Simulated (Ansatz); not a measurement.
Harmonic frequencies (cm⁻¹) at PBE0-D4/def2-TZVP from Ansatz: 100, 100, 120, 128, 128, 331, 458, 510, 510.

Which molecule is it?
A. `[NH2][Ti]([NH2])([OH])[OH]`
B. `[CH3][Ti]([F])([F])[F]`
C. `[Cl][Ti]([Cl])([Cl])[Br]`
D. `[Cl][Ti]([Cl])([Cl])[I]`

C.
